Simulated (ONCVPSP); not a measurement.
# Varying the ONCV potential for boron

Base potential:

* Element: B
* Generator: ONCVPSP 4.0.1
* Type: optimised norm-conserving Vanderbilt (ONCV)
* Functional: PBE
* Relativity: scalar-relativistic
* Frozen core: [He]
* Valence charge: 3
* Reference configuration: 2s2 2p1
* Partial waves: 2s: rc 1.10 bohr, ncon 3, nbas 7, qcut 6.3 1/bohr, 2 projectors, debl 3.3 Ha; 2p: rc 2.45 bohr, ncon 4, nbas 8, qcut 4.7 1/bohr, 1 projector; d scattering state at 0.3 Ha: rc 2.40 bohr, ncon 4, nbas 7, qcut 4.2 1/bohr, 1 projector
* Local potential: polynomial inside 0.80 bohr (lpopt 1, dvloc0 0 Ha)
* Core correction: Teter function, fcfact 1.5, rcfact 1.2

Cutoffs, loose and tight: the cutoffs (Ha) at which the residual kinetic energy of the hardest occupied pseudo-wave falls to 1 and 0.1 mHa per electron. They do not see the model core or the augmentation charge, which bear on the density cutoff. Test errors are all-electron minus pseudo excitation energies from the reference, over the configurations 2s2 2p0; 2s1 2p0; 2s2 2p0.5; 2s1 2p2. A dash means not determined; rows that change the core or the reference have their own tests.

A true bound ghost makes a file unfit for plane-wave use even where its test errors are small: the radial tests pick states by their node count and pass the ghost by.

```csv
change,outcome,"cutoff, loose","cutoff, tight",bound ghosts,GHOST(+) flags above zero,largest test error (meV)
base,generated,12 Ha,16 Ha,d,none,+177
"local potential polynomial inside 0.80 bohr (lpopt 1, dvloc0 9 Ha)",generated,12 Ha,16 Ha,none,none,+177
"p: ncon 5, nbas 9",generated,12 Ha,16 Ha,d,none,+154
"local potential polynomial inside 0.85 bohr (lpopt 5, dvloc0 6 Ha)",generated,12 Ha,16 Ha,none,none,+177
d: qcut 4.6,generated,12 Ha,16 Ha,d,none,+177
s: qcut 5.4; p: qcut 4; d: qcut 3.6,generated,12 Ha,17 Ha,none,"p, d",+217
core correction none,generated,12 Ha,16 Ha,d,none,+180
s: rc 1.22,generated,13 Ha,17 Ha,d,none,+177
"core correction Teter function, fcfact 1.5, rcfact 1.64",generated,12 Ha,16 Ha,d,none,+156
```

Task: What comes out with this change to the base: all radii but the core radius scaled by about 0.79 (s 0.86, p 1.94, d 1.90 bohr); local potential polynomial inside 0.64 bohr (lpopt 1, dvloc0 0 Ha)?

Result: outcome: generated; cutoff, loose: 125 Ha; cutoff, tight: 216 Ha; bound ghosts: s; GHOST(+) flags above zero: d; largest test error (meV): +119.

Task: What comes out with this change to the base: p: rc 3.04?

Result: outcome: generated; cutoff, loose: 12 Ha; cutoff, tight: 16 Ha; bound ghosts: d; GHOST(+) flags above zero: p; largest test error (meV): +272.
